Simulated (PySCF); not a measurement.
This PySCF input asks for the NMR shieldings of `CC(C)BB[C@H]([AlH2])B(F)F`, C4H12AlB3F2; the geometry comes from GFN2-xTB.

```python
import basis_set_exchange as bse
import numpy as np
from pyscf import gto, dft
from pyscf.prop import nmr

atoms = """
C    -2.719271    0.731821    0.206304
C    -1.772785   -0.453629   -0.049555
C    -0.873167   -0.656263    1.170462
B    -0.993142   -0.160393   -1.415839
B     0.563996    0.310860   -1.276541
C     1.727434   -0.670418   -1.057819
Al    1.836596    0.396799    0.892018
B     3.142886   -0.178765   -1.053805
F     3.339798    0.937903   -0.182181
F     4.286705   -0.606978   -1.535020
H    -3.294710    0.573404    1.117166
H    -2.146439    1.649795    0.319874
H    -3.412462    0.858501   -0.621560
H    -2.400296   -1.347502   -0.148918
H    -0.197843   -1.503889    1.027702
H    -1.456812   -0.833532    2.073913
H    -0.249709    0.235121    1.342734
H    -1.642688   -0.257096   -2.389513
H     0.827478    1.469768   -1.156807
H     1.552915   -1.703122   -1.342762
H     2.391903   -0.601529    1.931531
H     1.479201    1.828529    1.346197
"""
names = dict.fromkeys(["C", "B", "Al", "F", "H"], "pcSseg-1")
basis = {el: gto.basis.parse(bse.get_basis(n, elements=[el], fmt="nwchem")) for el, n in names.items()}
mol = gto.M(atom=atoms, basis=basis, charge=0, verbose=0)
mf = dft.RKS(mol, xc="PBE0")
mf.grids.level = 2
mf.grids.alignment = dft.numint.BLKSIZE   # the property module wants whole blocks of grid points
mf.conv_tol = 1e-9
mf.kernel()

calc = nmr.RKS(mf)   # GIAO
C = mf.mo_coeff
Co = C[:, mf.mo_occ > 0]
resp = mf.gen_response(singlet=True, hermi=2)
def vind(x):   # induced exchange potential for any number of trial vectors
    d = np.einsum("pi,xij,qj->xpq", C, 2 * x.reshape(-1, C.shape[1], Co.shape[1]), Co, optimize=True)
    return np.einsum("xpq,pi,qj->xij", resp(d - d.transpose(0, 2, 1)), C, Co, optimize=True).ravel()
mo1, _ = nmr.rhf.solve_mo1(calc, with_cphf=vind)
sigma = calc.kernel(mo1)
for i, s in enumerate(sigma):   # ppm
    w = np.linalg.eigvalsh((s + s.T) / 2)
    print("%2d %-2s iso %8.1f  s11 %8.1f  s22 %8.1f  s33 %8.1f" % (i, mol.atom_pure_symbol(i), w.mean(), *w))
```

Task: What are the results?

Result: 
```
 0 C  iso    171.7  s11    156.2  s22    168.6  s33    190.4
 1 C  iso    153.4  s11    135.2  s22    152.8  s33    172.3
 2 C  iso    154.7  s11    137.6  s22    158.4  s33    168.1
 3 B  iso     -4.3  s11   -110.8  s22    -23.4  s33    121.3
 4 B  iso     36.4  s11    -59.3  s22     28.6  s33    139.8
 5 C  iso    104.2  s11     24.4  s22     88.9  s33    199.4
 6 Al iso    443.6  s11    386.5  s22    421.9  s33    522.4
 7 B  iso     74.2  s11     30.0  s22     76.2  s33    116.5
 8 F  iso    275.2  s11    176.5  s22    311.8  s33    337.3
 9 F  iso    264.5  s11    131.5  s22    312.5  s33    349.4
10 H  iso     30.5  s11     26.7  s22     28.1  s33     36.6
11 H  iso     31.1  s11     26.4  s22     30.4  s33     36.5
12 H  iso     30.5  s11     25.8  s22     27.7  s33     38.0
13 H  iso     29.7  s11     24.4  s22     29.0  s33     35.7
14 H  iso     29.8  s11     25.9  s22     29.3  s33     34.1
15 H  iso     30.1  s11     25.5  s22     28.6  s33     36.2
16 H  iso     31.9  s11     27.3  s22     30.3  s33     38.0
17 H  iso     22.4  s11     13.3  s22     25.3  s33     28.6
18 H  iso     23.1  s11     14.3  s22     25.4  s33     29.7
19 H  iso     26.8  s11     25.1  s22     26.9  s33     28.5
20 H  iso     27.3  s11     24.1  s22     25.7  s33     32.2
21 H  iso     27.1  s11     23.7  s22     26.2  s33     31.3
```

These numbers come from an equivalent density-fitted implementation of the same equations, which agrees with the script to about 0.01 ppm for H and up to a few tenths of a ppm for heavy atoms, so last digits may differ.

Size and cost of the density-fitted run: 237 basis functions, 100 s wall time on 1 thread of an Arm Neoverse N1, shared host; peak memory 1.1 GiB.
